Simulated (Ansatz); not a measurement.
`COC(F)[TeH]` + `C=N` → `C=NC(F)OC` + H₂Te  (substitution at a C–Te bond)

Gas-phase electronic energies from Ansatz, PBE0-D4/def2-TZVP geometries. CCSD(T)/CBS adds triple-zeta CCSD(T) − MP2 to the extrapolated MP2 energy (def2 sets, frozen cores). This one scheme is used for every species. Functionals use def2-TZVPP. def2 core potentials past Kr. For Te outer-core shells are correlated without core-valence functions, which leaves a few kJ/mol of doubt a bond. One conformer a species, not always the lowest.

| species | r2SCAN-D4 energy (Eh) |
| --- | --- |
| `COC(F)[TeH]` | -522.36851 |
| `C=N` | -94.60865 |
| `C=NC(F)OC` | -347.67434 |
| H₂Te | -269.31366 |

Problem. Work out ΔE.

Solution. ΔE = (-347.67434) + (-269.31366) − (-522.36851) − (-94.60865) = -0.01084 Eh = -28.5 kJ/mol. CCSD(T)/CBS gives -21.1 kJ/mol.

Largest T1 diagnostic among the species: 0.012.

In def2-TZVPP, CCSD(T) changes the Hartree–Fock value by +18.2 kJ/mol (the triples alone add +3.1 kJ/mol) and MP2 by +22.0 kJ/mol. From PBE to PBE0 (25 % exact exchange), in def2-TZVPP and without D4, ΔE moves by −8.7 kJ/mol.
